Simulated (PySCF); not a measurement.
# MgSb: frontier orbitals

r²SCAN0 at R = 2.887 Å; basis Mg def2-SVP, Sb def2-SVP with ECP28; scalar-relativistic core potentials; PySCF 2.14. State: ⁴Σ⁻ (quartet), unpaired electrons σ ↑, π ↑↑. Only the outer orbitals are listed, counted within each symmetry, core potentials removing the inner ones.

```
spin  orbital  occ.  ε (eV)  on Mg (%)            main shells (%)
   α       7σ     1  -15.24          3                    96 Sb s
   α       8σ     1   -7.27         43           55 Sb p, 43 Mg s
   α       4π     1   -6.46          5                    95 Sb p
   α       4π     1   -6.46          5                    95 Sb p
   α       9σ     1   -5.03         70  46 Mg s, 30 Sb p, 25 Mg p
   α       5π     0   -0.97         96                    95 Mg p
   α       5π     0   -0.97         96                    95 Mg p
   α      10σ     0    0.71        102   79 Mg p, 15 Mg s, 8 Mg d
   β       7σ     1  -12.72         10                    90 Sb s
   β       8σ     1   -6.27         52           48 Mg s, 44 Sb p
   β       4π     0   -2.49         21           79 Sb p, 18 Mg p
   β       4π     0   -2.49         21           79 Sb p, 18 Mg p
   β       9σ     0   -2.08         69  50 Mg s, 30 Sb p, 19 Mg p
```

Question: Which are the highest filled and the lowest empty level, where do they sit, and how wide is the gap?

Answer: Highest filled α 9σ at -5.03 eV (in %: 46 Mg s, 30 Sb p, 25 Mg p); lowest empty β 4π at -2.49 eV (in %: 79 Sb p, 18 Mg p); the gap at r²SCAN0 is 2.54 eV.

* bond order (Mayer): 0.98
* ⟨S²⟩: 3.772
* charge on Mg (Mulliken, basis-dependent): 0.12
* charge on Mg (Löwdin, basis-dependent): -0.08
* dipole moment (positive dipole means Mg(−)Sb(+)): -1.57 D

Shares are Mulliken populations and can fall outside 0 to 100 %.

Spin–orbit coupling is left out. The state is the lowest determinant that a PBE0 search found; another state may lie lower at other levels.
